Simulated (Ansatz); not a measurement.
Molecule: C2H2BCl2, net charge 0, doublet state. It need not be the lowest isomer of its formula. 
Structure (B3LYP-D3(BJ)/def2-TZVP (Ansatz, a first-principles code) minimum search):
```
C
C 1 1.3110
H 2 1.0801 1 138.82
H 1 1.0953 2 118.65 3 0.00
B 1 1.5423 4 117.48 2 -180.00
Cl 5 1.7534 1 122.05 4 -180.00
Cl 5 1.7584 1 119.30 4 0.00
```
Charge 0, spin multiplicity 2.

Total electronic energies in hartree. Correlated levels leave the core frozen unless marked. Open shells are spin-unrestricted. No spin-orbit coupling. No relativistic terms. CBS(X,Y): correlation extrapolated as X^-3; Hartree-Fock from the larger set.

The UHF reference is spin-contaminated (<S^2> 0.21 over the pure value in the largest basis). 

| level | program | energy (Eh) |
|---|---|---|
| HF/cc-pV(Q+d)Z | Ansatz | -1020.68606 |
| SVWN5/def2-TZVPD | Ansatz | -1018.75502 |
| PBE/def2-TZVPD | Ansatz | -1022.19688 |
| PBE-D4/def2-TZVPD | Ansatz + dftd4 | -1022.20380 |
| B3LYP/def2-TZVPD | Ansatz | (withheld) |
| PBE0-D3(BJ)/def2-TZVPD | Ansatz + dftd3 | -1022.28917 |
| HSE06/def2-TZVPD | Ansatz | -1022.26164 |
| B2PLYP/def2-TZVPD | Ansatz | -1022.35954 |
| RPA@PBE/cc-pV(T+d)Z | Ansatz | (withheld) |
| MP2/cc-pVTZ | Ansatz | -1021.41044 |
| RI-MP2/cc-pV(T+d)Z | Ansatz | -1021.41322 |
| RI-MP2/cc-pV(Q+d)Z | Ansatz | -1021.48888 |
| CCSD/6-31G | Ansatz | -1020.79624 |
| CCSD(T)/6-31G | Ansatz | -1020.80665 |
| CCSD(T)/CBS(cc-pV(T+d)Z,cc-pV(Q+d)Z) | Ansatz | -1021.6295 |

Q: Some entries are withheld; supply them.

A: 
- B3LYP/def2-TZVPD, energy (Eh): -1022.75026
- RPA@PBE/cc-pV(T+d)Z, energy (Eh): -1021.87463
